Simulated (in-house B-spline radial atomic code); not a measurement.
Results of a calculation; reference values are marked as such.
**Nb in an electron gas of r_s = 2.07: phase shifts, screening, friction and resistivity**

A nucleus sits in a uniform electron gas with a rigid positive background. The Kohn-Sham equations are solved self-consistently in the spin-unpolarised LDA (PW92), non-relativistic, on B-splines with outgoing waves at the boundary and partial waves to l = 8. The model has no lattice, no bands and no magnetic solution. Atomic units; δ_l are the phase shifts at the Fermi level, counted so that each bound state adds π, and good to about 0.0005.

The density parameter is r_s = 2.07 bohr, near that of the valence electrons of Al (3 per atom, density 2.7 g/cm³, mass 26.98 u, which gives r_s = 2.07).

| l | δ_l (rad) |
| --- | --- |
| 0 | 11.6637 |
| 1 | 9.0876 |
| 2 | 5.0072 |
| 3 | 0.0471 |
| 4 | 0.0088 |
| 5 | 0.0014 |
| 6 | 0.0000 |
| 7 | -0.0003 |
| 8 | -0.0003 |

Bound levels below the band bottom (hartree): s -14.78, p -11.94, d -6.72, s -1.469, p -0.6977 and deeper ones.

Problem. Check the Friedel sum rule, and say where the screening charge sits.

Solution. k_F = (9π/4)^(1/3)/r_s = 0.92713. The rule is Z = (2/π) Σ (2l + 1) δ_l. The terms are s 7.425, p 17.356, d 15.938, f 0.210 and 0.054 beyond, in all 40.984 against Z = 41. Bound states hold 8 s, 18 p, 10 d electrons, so the scattering states carry 4.98 in all; where a term is smaller than its bound count, the bound level has drawn weight out of the band.

Problem. Find the transport cross section and the electronic stopping of a 1 keV Nb ion (mass 92.91 u).

Solution. σ_tr = (4π/k_F²) Σ (l + 1) sin²(δ_l − δ_(l+1)). The terms for l = 0 to 3 are 0.2871, 1.3020, 2.8197, 0.0059, all together 4.4149, so σ_tr = 14.619 × 4.4149 = 64.544 bohr². With n = 3/(4π r_s³) = 0.02692, the friction coefficient is Q = n k_F σ_tr = 1.6106. For v well below v_F = 0.927, dE/dx = Q v; with 24801 eV per u at v = 1, v = √(1000/(24801 × 92.91)) = 0.0208, so dE/dx = 0.03355 hartree/bohr = 17.3 eV/nm. The largest term couples the d and f waves.

Problem. What residual resistivity would 1 atomic per cent of such centres give in Al?

Solution. Δρ = k_F n_i σ_tr/n in atomic units of 21.74 μΩ·cm. With one host atom per 3 electrons, n_i/n = 0.01/3, so Δρ = 0.9271 × 0.00333 × 64.544 × 21.74 = 4.34 μΩ·cm. This is an atom added to the gas, as on an interstitial site.

Problem. On a substitutional site the background of one host ion, a sphere holding 3 charges, is taken out. The phase shifts for l = 0 to 4 become 11.3995, 8.8725, 4.3857, -0.0233, -0.0079. What follows?

Solution. The Friedel sum is now 37.99, for Z − 3 = 38. The sum in σ_tr is 4.9658, so σ_tr = 72.60 bohr² and Δρ = 4.88 μΩ·cm per atomic per cent, 1.12 times the value above. A real host ion scatters too, so this model doesn't give zero even for the host's own atom.
